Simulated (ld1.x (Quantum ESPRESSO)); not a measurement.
**u(r) = r·R(r): atom against pseudo-atom (S (Z = 16))**

Columns: radius, all-electron u(r) and pseudo u(r) of the 3p shell (level -7.01 eV) of sulfur in the configuration [Ne] 3s2 3p4; PBE, scalar-relativistic, ultrasoft scheme, ld1.x (Quantum ESPRESSO) 7.5.

| r (bohr) | all-electron | pseudo |
| --- | --- | --- |
| 0.088 | 0.1370 | -0.0081 |
| 0.175 | 0.2824 | -0.0315 |
| 0.262 | 0.3301 | -0.0690 |
| 0.350 | 0.2916 | -0.1192 |
| 0.438 | 0.1984 | -0.1791 |
| 0.525 | 0.0794 | -0.2448 |
| 0.612 | -0.0479 | -0.3138 |
| 0.700 | -0.1734 | -0.3838 |
| 0.788 | -0.2888 | -0.4512 |
| 0.875 | -0.3896 | -0.5128 |
| 0.962 | -0.4761 | -0.5677 |
| 1.050 | -0.5494 | -0.6151 |
| 1.138 | -0.6086 | -0.6538 |
| 1.225 | -0.6540 | -0.6837 |
| 1.312 | -0.6876 | -0.7055 |
| 1.400 | -0.7108 | -0.7203 |
| 1.487 | -0.7244 | -0.7286 |
| 1.575 | -0.7303 | -0.7315 |
| 1.662 | -0.7294 | -0.7295 |
| 1.750 | -0.7229 | -0.7229 |
| 1.838 | -0.7118 | -0.7118 |
| 1.925 | -0.6972 | -0.6972 |
| 2.012 | -0.6798 | -0.6798 |
| 2.100 | -0.6600 | -0.6600 |
| 2.188 | -0.6386 | -0.6386 |
| 2.275 | -0.6162 | -0.6162 |

**Question.** How many radial nodes do the two functions have?

**Answer.** The all-electron 3p function has n − l − 1 = 1; the pseudo-wave has 0, since the states of the same l below it are removed with the core.

**Question.** At about which radius was the pseudo-wave matched?

**Answer.** 1.75 bohr. The columns agree to 0.0005 from 1.66 bohr on; several derivatives are matched, so the curves merge somewhat inside the radius.

**Question.** Is the pseudo-wave norm-conserving?

**Answer.** No, it belongs to an ultrasoft set: the norm inside the radius is not constrained, and the difference is carried by the augmentation charge.
